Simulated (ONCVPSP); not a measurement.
## Ranking ONCV potentials for Mn (Z = 25)

All share these settings but for the change named:

- Element: Mn
- Generator: ONCVPSP 4.0.1
- Type: optimised norm-conserving Vanderbilt (ONCV)
- Functional: PBE
- Relativity: scalar-relativistic
- Frozen core: [Ne]
- Valence charge: 15
- Reference configuration: 3s2 3p6 3d5 4s2
- Partial waves: 3s+4s: rc 1.10 bohr, ncon 4, nbas 9, qcut 12.7 1/bohr, 3 projectors, debl 3.1 Ha; 3p: rc 0.90 bohr, ncon 4, nbas 9, qcut 8.8 1/bohr, 2 projectors, debl 3.1 Ha; 3d: rc 1.30 bohr, ncon 4, nbas 8, qcut 14.4 1/bohr, 2 projectors, debl 2.3 Ha
- Local potential: polynomial inside 0.60 bohr (lpopt 1, dvloc0 0 Ha)
- Core correction: polynomial model core, fcfact 0.3

Test errors are all-electron minus pseudo excitation energies from the reference, over 3s2 3p6 3d5 4s1; 3s2 3p6 3d5 4s0; 3s2 3p6 3d4 4s0; 3s2 3p6 3d5 4s1.5. None of these files shows a bound ghost.

The base gives 2.5 meV.

Of 6 variants that were run, those that failed, showed a ghost or another fault, or gave nearly equal values are left out.

A variant can come out equal or close to the base, since the largest error may sit in a test that the change hardly touches while other tests move.

Task: Rank these variants by their largest absolute test error, smallest first.
A. s: rc 1.14
B. fully relativistic
C. d: qcut 9.9

Result: A (2.4 meV), B (6.0 meV), C (9.7 meV).
